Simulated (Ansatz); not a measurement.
Reaction (redistribution): `N[Si@H](Cl)[Si@@H](N)F` + `[OH][Ge]([F])([Cl])[Cl]` → `N[Si@H](Cl)[Si@@H](N)O` + `[F][Ge]([F])([Cl])[Cl]`

Program: Ansatz. Geometries: PBE0-D4/def2-TZVP. ΔE: electronic, gas phase. CCSD(T)/CBS is the MP2 limit (def2-TZVPP, def2-QZVPP) plus CCSD(T) − MP2 in def2-TZVPP, frozen cores. Functionals use def2-TZVPP. For Ge outer-core shells are correlated without core-valence functions, which leaves a few kJ/mol of doubt a bond. Scalar relativity is left out up to krypton. Each species was taken in one conformer, which may not be the lowest.

Is it downhill or uphill in electronic energy at CCSD(T)/CBS, and by how much? (Estimate.)

Computed: Uphill: ΔE = +6.8 kcal/mol.

What do these levels give: PBE-D4, PBE0-D4, ωB97M-V, PBE, r2SCAN, HF/def2-TZVPP, SCS-MP2/def2-TZVPP, CCSD/def2-TZVPP, CCSD(T)/def2-TZVPP, HF/def2-QZVPP, HF/CBS(def2), MP2/CBS(def2)? (An estimate is asked.)

Computed: PBE-D4 5.4, PBE0-D4 5.8, ωB97M-V 5.8, PBE 5.6, r2SCAN 5.7, HF/def2-TZVPP 6.9, SCS-MP2/def2-TZVPP 6.4, CCSD/def2-TZVPP 6.5, CCSD(T)/def2-TZVPP 6.2, HF/def2-QZVPP 6.8, HF/CBS(def2) 6.8, MP2/CBS(def2) 6.9 kcal/mol.

Largest T1 diagnostic among the species: 0.011.
